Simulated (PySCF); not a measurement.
C₂H₁₁NSi₃, SMILES [SiH3]N1[SiH2]CC[SiH2]1. Atoms are numbered in the order given.

```xyz
17

Si     2.2992     0.4239    -0.3526
N      0.5984     0.1211    -0.1010
Si    -0.6316     1.3657     0.0939
C     -2.1969     0.3099     0.0010
C     -1.8480    -1.0696     0.5916
Si    -0.0917    -1.4944     0.0335
H      2.4775     1.6560    -1.1807
H      2.9011    -0.7466    -1.0623
H      3.0415     0.6206     0.9323
H     -0.5359     2.3983    -0.9838
H     -0.5053     2.0757     1.4083
H     -3.0591     0.7766     0.5041
H     -2.4680     0.2138    -1.0647
H     -1.8421    -1.0233     1.6946
H     -2.5819    -1.8438     0.3147
H      0.6512    -2.3373     1.0221
H     -0.0602    -2.2125    -1.2810
```

Geometry: PBE0-D3(BJ)/def2-SVP. This is a generated structure with no PubChem entry under its InChIKey; it may be hypothetical. Other conformers were not sampled.

Computed with PySCF with PBE/pcSseg-1.

GIAO shieldings, no solvent; atoms listed in one row are averaged. δ = σ(ref) − σ: ²⁹Si against TMS (σ = 335.4 ppm); ¹⁵N against NH3 (σ = 267.0 ppm); ¹³C against TMS (σ = 182.0 ppm); ¹H against TMS (σ = 31.49 ppm), references at their B3LYP-D3(BJ)/def2-TZVP geometries, non-relativistic.

Computed chemical shifts:
| nucleus | atoms | count | δ (ppm) |
|---|---|---|---|
| ²⁹Si | Si3, Si6 | 2 | -8.6 |
| ²⁹Si | Si1 | 1 | -55.2 |
| ¹⁵N | N2 | 1 | 9.3 |
| ¹³C | C4, C5 | 2 | 12.7 |
| ¹H | H10 | 1 | 5.40 |
| ¹H | H16 | 1 | 5.36 |
| ¹H | H11 | 1 | 5.29 |
| ¹H | H17 | 1 | 5.26 |
| ¹H | H7, H8, H9 | 3 | 5.25 |
| ¹H | H15 | 1 | 1.59 |
| ¹H | H12 | 1 | 1.56 |
| ¹H | H13 | 1 | 1.46 |
| ¹H | H14 | 1 | 1.44 |
